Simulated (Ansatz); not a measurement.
Consider the silylene formation by 1,1-elimination: `B[SiH2]C#N` → `BC#N` + `[SiH2]`.

Gas-phase electronic energies from Ansatz, PBE0-D4/def2-TZVP geometries. CBS: MP2 limit from def2 TZ/QZ plus the TZ coupled-cluster correction, frozen cores. This one scheme is used for every species. Functionals use def2-TZVPP.

```
        level  ΔE (kJ/mol)
       revPBE        190.4
 MP2/def2-SVP        202.6
HF/def2-QZVPP        187.1
 HF/CBS(def2)        187.1
```

Problem. What does CCSD(T)/CBS give? (Estimate.)

Solution. The calculation gave: +207.1 kJ/mol. The listed levels differ from it by -16.7, -4.5, -20.0, -20.0 kJ/mol.

Largest T1 diagnostic among the species: 0.014.

In def2-TZVPP, CCSD(T) changes the Hartree–Fock value by +13.6 kJ/mol (the triples alone add +3.5 kJ/mol) and MP2 by +28.8 kJ/mol. The D4 term adds +9.9 kJ/mol with B3LYP and +5.4 kJ/mol with PBE0; it sums over pairs of atoms, weighted by their polarisabilities, and B3LYP, whose exchange is more repulsive, gets the larger term.

B3LYP here is the variant with VWN-RPA as its local correlation; programs differ in this.
